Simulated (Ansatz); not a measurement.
Program: Ansatz 0.2.0.

A structure relaxed at PBE0-D4/def2-TZVP, charge 0, multiplicity 1:

```csv
atom,x (Å),y (Å),z (Å)
F1,-0.0380,1.6493,-0.7477
C2,-0.2321,0.5860,0.0184
Br3,-1.4181,0.8865,1.4164
C4,0.3962,-0.5490,-0.2502
Cl5,0.2259,-1.9739,0.6614
H6,1.0661,-0.5989,-1.0983
```

Task: Give its formula and SMILES.

Result: C2HBrClF, `F/C(Br)=C/Cl`.

Task: Point group (tolerance 0.08 Å, 0.16 Å for H)?

Result: Cs.

Task: Summarise the bond lengths by kind.

Result: 1 × C–F 1.325 Å; 1 × Br–C 1.858 Å; 1 × C–C 1.325 Å; 1 × C–Cl 1.700 Å; 1 × C–H 1.082 Å.
